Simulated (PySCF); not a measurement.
Record of a relaxation.

Compound: C₂H₆Ge₂.
Bonds: Ge1–C2, C2–C3 (triple), C3–Ge4. Hydrogens: H5, H6, H7 on Ge1; H8, H9, H10 on Ge4.

Computed by this run: PBE0-D3(BJ)/def2-SVP geometry optimisation, gas phase in PySCF 2.14.0; density fitting, grid level 1; the optimiser is geomeTRIC in internal coordinates, started from a GFN2-xTB structure with every atom displaced at random (about 0.01 Å). The frame can shift and turn from step to step; on so coarse a grid that alone can change the energy by a few meV, and forces under 0.02 eV/Å are noise.

Step 0: E = -115173.3396 eV, largest atomic force 1.773 eV/Å
```
atom  x, y, z in Å  |  force x, y, z in eV/Å
Ge1     2.504   -0.214    0.221   -1.174   0.822  -0.244
C2      0.599   -0.026    0.038   -0.084  -0.051  -0.037
C3     -0.618    0.068   -0.078    1.765  -0.095   0.146
Ge4    -2.449    0.193   -0.225   -0.699   0.039   0.008
H5      2.809   -1.626    0.465    0.306  -1.341   0.265
H6      2.936    0.660    1.355    0.243   0.384   0.608
H7      3.145    0.261   -1.045    0.314   0.207  -0.645
H8     -3.073   -0.128    1.096   -0.303  -0.188   0.727
H9     -2.856    1.581   -0.609   -0.143   0.714  -0.256
H10    -2.946   -0.789   -1.239   -0.224  -0.490  -0.570
```

Step 1: E = -115173.4959 eV, largest atomic force 0.403 eV/Å
```
atom  x, y, z in Å  |  force x, y, z in eV/Å
Ge1     2.368   -0.232    0.231    0.079  -0.231   0.041
C2      0.472   -0.111    0.090    0.200   0.018   0.052
C3     -0.747   -0.043    0.040   -0.394   0.029  -0.081
Ge4    -2.654    0.074   -0.087   -0.002  -0.006   0.024
H5      2.726   -1.726    0.492   -0.037   0.368  -0.061
H6      2.834    0.649    1.413   -0.043  -0.107  -0.142
H7      3.015    0.253   -1.087   -0.086  -0.059   0.158
H8     -3.279   -0.262    1.288    0.113   0.040  -0.178
H9     -3.046    1.513   -0.501    0.075  -0.181   0.049
H10    -3.155   -0.934   -1.150    0.095   0.128   0.137
```

Step 2: E = -115173.5093 eV, largest atomic force 0.059 eV/Å
```
atom  x, y, z in Å  |  force x, y, z in eV/Å
Ge1     2.357   -0.236    0.233   -0.002  -0.058   0.004
C2      0.465   -0.112    0.094   -0.030   0.004   0.046
C3     -0.755   -0.043    0.039    0.012   0.007  -0.049
Ge4    -2.649    0.074   -0.088    0.003   0.000   0.013
H5      2.730   -1.706    0.489    0.007   0.033  -0.004
H6      2.825    0.640    1.403    0.006   0.008   0.006
H7      2.991    0.249   -1.078    0.001   0.008  -0.014
H8     -3.262   -0.260    1.280    0.002  -0.004   0.008
H9     -3.030    1.503   -0.499    0.000   0.007  -0.004
H10    -3.138   -0.927   -1.143    0.001  -0.007  -0.006
```

Step 3: E = -115173.5097 eV, largest atomic force 0.044 eV/Å
```
atom  x, y, z in Å  |  force x, y, z in eV/Å
Ge1     2.357   -0.237    0.234   -0.007  -0.004  -0.009
C2      0.464   -0.114    0.097    0.000  -0.007   0.044
C3     -0.756   -0.043    0.039    0.009   0.008  -0.041
Ge4    -2.649    0.074   -0.088   -0.005   0.000   0.009
H5      2.736   -1.703    0.489    0.004  -0.002   0.001
H6      2.826    0.641    1.402    0.002   0.004   0.001
H7      2.985    0.250   -1.080   -0.001   0.004  -0.004
H8     -3.261   -0.261    1.280    0.000  -0.002   0.003
H9     -3.030    1.503   -0.500   -0.001   0.001  -0.002
H10    -3.137   -0.928   -1.144   -0.001  -0.002  -0.002
```

Step 4: E = -115173.5099 eV, largest atomic force 0.036 eV/Å
```
atom  x, y, z in Å  |  force x, y, z in eV/Å
Ge1     2.356   -0.238    0.235    0.001   0.032  -0.014
C2      0.463   -0.115    0.104    0.006  -0.015   0.032
C3     -0.756   -0.044    0.038    0.003   0.007  -0.027
Ge4    -2.650    0.073   -0.088   -0.004  -0.002   0.004
H5      2.744   -1.700    0.488   -0.001  -0.019   0.003
H6      2.829    0.644    1.401   -0.001  -0.001  -0.004
H7      2.976    0.253   -1.082   -0.001  -0.002   0.004
H8     -3.260   -0.263    1.280   -0.001   0.001  -0.002
H9     -3.031    1.502   -0.501   -0.001  -0.003   0.001
H10    -3.137   -0.930   -1.144   -0.002   0.001   0.002
```

Step 5: E = -115173.5101 eV, largest atomic force 0.034 eV/Å
```
atom  x, y, z in Å  |  force x, y, z in eV/Å
Ge1     2.356   -0.236    0.235    0.004   0.032  -0.010
C2      0.462   -0.117    0.110    0.007  -0.013   0.015
C3     -0.756   -0.044    0.037   -0.002   0.004  -0.012
Ge4    -2.650    0.071   -0.089    0.001  -0.003   0.001
H5      2.750   -1.697    0.488   -0.004  -0.015   0.002
H6      2.831    0.647    1.398   -0.002  -0.002  -0.004
H7      2.970    0.256   -1.085   -0.001  -0.004   0.005
H8     -3.259   -0.265    1.281   -0.001   0.001  -0.002
H9     -3.033    1.500   -0.501   -0.001  -0.003   0.002
H10    -3.137   -0.932   -1.144   -0.001   0.002   0.003
```

Step 6: E = -115173.5102 eV, largest atomic force under 0.02 eV/Å
```
atom  x, y, z in Å  |  force x, y, z in eV/Å
Ge1     2.357   -0.233    0.234    0.003   0.014  -0.003
C2      0.462   -0.118    0.114    0.003  -0.005   0.001
C3     -0.756   -0.045    0.036   -0.003   0.001   0.000
Ge4    -2.650    0.068   -0.089    0.002  -0.002  -0.001
H5      2.751   -1.695    0.487   -0.002  -0.004   0.001
H6      2.834    0.651    1.396   -0.001  -0.001  -0.002
H7      2.966    0.259   -1.087    0.000  -0.003   0.002
H8     -3.257   -0.268    1.281   -0.001   0.001  -0.001
H9     -3.035    1.497   -0.501   -0.001  -0.001   0.001
H10    -3.138   -0.935   -1.144    0.000   0.000   0.002
```

Question: Summarise the path.

Answer: The energy falls by 16.46 kJ/mol from step 0 to step 6; nine tenths of that is first reached at step 1. It falls at every step. The largest force goes from 1.773 to under 0.02 eV/Å. Among the bonds Ge1–H5 changes most, from 1.465 to 1.535 Å; the atoms move by 0.051 Å rms after alignment.

What follows is the cost of the whole optimisation. On Arm Neoverse V1, one thread, shared host, this took 49 s of wall time and 0.50 GiB of memory at its peak.
